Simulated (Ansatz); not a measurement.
Ansatz (a quantum-chemistry and plane-wave program) input (CCSD(T)/cc-pVQZ):

Ansatz 0.2 input:
```yaml
crystal:
  periodic: [false, false, false]
  atoms:
    - {symbol: O, position_ang: [-0.10916389, 2.13301857, -0.03062351]}
    - {symbol: B, position_ang: [-0.04575220, 0.89397961, -0.01283476]}
    - {symbol: Br, position_ang: [1.69052013, -0.22215695, -0.01227409]}
    - {symbol: Br, position_ang: [-1.65903236, -0.39310152, 0.02110729]}
basis:
  gaussian:
    orbitals: cc-pVQZ
total_charge: -1
magnetization: {spin_polarized: false}
correlation: {method: ccsd_t, electrons: outside_noble_gas}
```

End of the output:

```
reference -142715.59694426 eV, -5244.7014515954 hartree; 12, 12 occupied and 204, 204 virtual orbitals, 1596 factors
second order -19.82671450 eV of doubles, -0.00000000 eV of singles
coupled cluster: 8.47 GiB planned
cycle   1  -19.73693617 eV  change    9.0e-2 eV  update   1.1e-1
cycle   2  -20.18365378 eV  change   -4.5e-1 eV  update   3.6e-2
cycle   3  -20.30058636 eV  change   -1.2e-1 eV  update   1.7e-2
cycle   4  -20.28900218 eV  change    1.2e-2 eV  update   4.4e-3
cycle   5  -20.28613702 eV  change    2.9e-3 eV  update   2.0e-3
cycle   6  -20.28711202 eV  change   -9.8e-4 eV  update   6.0e-4
cycle   7  -20.28695518 eV  change    1.6e-4 eV  update   2.0e-4
cycle   8  -20.28689028 eV  change    6.5e-5 eV  update   7.3e-5
cycle   9  -20.28693196 eV  change   -4.2e-5 eV  update   2.5e-5
cycle  10  -20.28693651 eV  change   -4.5e-6 eV  update   9.8e-6
perturbative correction -0.99213400 eV, -0.0364602519 hartree
Total energy: -142736.87601476 eV, -5245.4834430130 hartree
```

It need not be the lowest isomer of its formula. Whether it binds its extra electron was not tested at this geometry.
